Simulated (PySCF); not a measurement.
**Working out the ionisation energy of Sb²⁺**

Sb²⁺ [Kr] 4d10 5s2 5p1 (2P) → Sb³⁺ [Kr] 4d10 5s2 (1S). All numbers are calculated (PySCF 2.14, the spin-free X2C one-electron Hamiltonian (Gaussian nucleus), in x2c-QZVPPall (13s9p7d4f1g, 112 functions)). Frozen: [Kr] 4d10. Energies in hartree (1 hartree = 27.21139 eV):

```
            part  Sb²⁺ (lower)  Sb³⁺ (upper)
             UHF  -6477.135357  -6476.247915
CCSD correlation     -0.047009     -0.035778
             (T)     -0.000654      0.000000
```

Task: What does Hartree-Fock give?

Result: (-6476.247915) − (-6477.135357) = 0.887442 hartree = 24.149 eV.

Task: What do CCSD and CCSD(T) give?

Result: The CCSD correlation energies differ by 0.011231 hartree = 0.306 eV and the triples by 0.000654 hartree = 0.018 eV, so CCSD gives 24.455 eV and CCSD(T) 24.473 eV.

A first-order spin-orbit estimate adds 0.484 eV to CCSD(T) (valence), giving 24.957 eV against 25.323 eV (measured; NIST Atomic Spectra Database, ionization energies).

What remains against the reference includes basis incompleteness, the frozen core and higher excitations.
